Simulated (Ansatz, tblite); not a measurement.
Removing and adding an electron: SbMe2I (C₂H₆ISb). Total charge 0; singlet. Geometry: B3LYP-D4/def2-SVP. Ansatz, gas phase; energy differences of separate SCF runs; the oxidised species was run as a doublet alone; the reduced species was run as a doublet alone.

```xyz
10

Sb   -0.718   -0.532    0.996
C     0.363    1.363    0.816
H     1.240    1.232    0.167
H     0.685    1.700    1.812
H    -0.317    2.112    0.380
C    -0.697   -0.908   -1.160
H    -0.997   -1.946   -1.356
H     0.311   -0.731   -1.560
H    -1.415   -0.224   -1.640
I     1.544   -2.066    1.545
```

In the def2 sets I, Sb take a core potential; there is no spin–orbit coupling. The xTB rows come from tblite. Correlated methods freeze 10 core orbitals; core or outer-core shells of Sb, I are correlated, in sets that lack core-valence functions. The rows differ in basis, and correlated rows in double-zeta sets carry the largest basis error. In CCSD on the charge 1 doublet the largest single amplitude is 0.15, so its Hartree–Fock determinant may place the open shell otherwise than the density functionals do.

(1) Estimate orbital energies and vertical ionisation energies and electron affinities at: GFN1-xTB; GFN2-xTB; HF/def2-SVP; PBE-D4/def2-TZVP; PBE-D4/def2-TZVPD; r2SCAN-D4/def2-TZVP; r2SCAN-D4/def2-TZVPD; PBE0-D4/def2-TZVP; PBE0-D4/def2-TZVPD; MP2/def2-SVP; CCSD/def2-SVP; CCSD(T)/def2-SVP.

Answers

(1) 
```json
{"level": "GFN1-xTB", "−HOMO (eV)": "11.00", "vertical IE (eV)": "14.09", "−LUMO (eV)": "6.46", "vertical EA (eV)": "3.13", "HOMO–LUMO gap (eV)": "4.54", "IE − EA (eV)": "10.97", "remarks": "–"}
{"level": "GFN2-xTB", "−HOMO (eV)": "10.70", "vertical IE (eV)": "13.45", "−LUMO (eV)": "6.89", "vertical EA (eV)": "4.06", "HOMO–LUMO gap (eV)": "3.81", "IE − EA (eV)": "9.38", "remarks": "–"}
{"level": "HF/def2-SVP", "−HOMO (eV)": "–", "vertical IE (eV)": "8.17", "−LUMO (eV)": "–", "vertical EA (eV)": "–", "HOMO–LUMO gap (eV)": "–", "IE − EA (eV)": "–", "remarks": "–"}
{"level": "PBE-D4/def2-TZVP", "−HOMO (eV)": "5.81", "vertical IE (eV)": "8.42", "−LUMO (eV)": "2.51", "vertical EA (eV)": "–", "HOMO–LUMO gap (eV)": "3.30", "IE − EA (eV)": "–", "remarks": "–"}
{"level": "PBE-D4/def2-TZVPD", "−HOMO (eV)": "5.83", "vertical IE (eV)": "–", "−LUMO (eV)": "2.55", "vertical EA (eV)": "0.37", "HOMO–LUMO gap (eV)": "3.28", "IE − EA (eV)": "–", "remarks": "HOMO above zero (-1 doublet)"}
{"level": "r2SCAN-D4/def2-TZVP", "−HOMO (eV)": "6.06", "vertical IE (eV)": "8.54", "−LUMO (eV)": "2.38", "vertical EA (eV)": "–", "HOMO–LUMO gap (eV)": "3.68", "IE − EA (eV)": "–", "remarks": "–"}
{"level": "r2SCAN-D4/def2-TZVPD", "−HOMO (eV)": "6.07", "vertical IE (eV)": "–", "−LUMO (eV)": "2.40", "vertical EA (eV)": "0.37", "HOMO–LUMO gap (eV)": "3.67", "IE − EA (eV)": "–", "remarks": "HOMO above zero (-1 doublet)"}
{"level": "PBE0-D4/def2-TZVP", "−HOMO (eV)": "6.83", "vertical IE (eV)": "8.64", "−LUMO (eV)": "1.79", "vertical EA (eV)": "–", "HOMO–LUMO gap (eV)": "5.04", "IE − EA (eV)": "–", "remarks": "–"}
{"level": "PBE0-D4/def2-TZVPD", "−HOMO (eV)": "6.84", "vertical IE (eV)": "–", "−LUMO (eV)": "1.84", "vertical EA (eV)": "0.36", "HOMO–LUMO gap (eV)": "5.01", "IE − EA (eV)": "–", "remarks": "HOMO above zero (-1 doublet)"}
{"level": "MP2/def2-SVP", "−HOMO (eV)": "–", "vertical IE (eV)": "8.68", "−LUMO (eV)": "–", "vertical EA (eV)": "–", "HOMO–LUMO gap (eV)": "–", "IE − EA (eV)": "–", "remarks": "–"}
{"level": "CCSD/def2-SVP", "−HOMO (eV)": "–", "vertical IE (eV)": "8.56", "−LUMO (eV)": "–", "vertical EA (eV)": "–", "HOMO–LUMO gap (eV)": "–", "IE − EA (eV)": "–", "remarks": "–"}
{"level": "CCSD(T)/def2-SVP", "−HOMO (eV)": "–", "vertical IE (eV)": "8.50", "−LUMO (eV)": "–", "vertical EA (eV)": "–", "HOMO–LUMO gap (eV)": "–", "IE − EA (eV)": "–", "remarks": "–"}
```

   A HOMO above zero means that the electron is unbound at that level or that self-interaction error raises the level; the energy of removing that electron tells which. Raw xTB energy differences between charge states are shifted by several eV; the methods need an empirical correction for them.
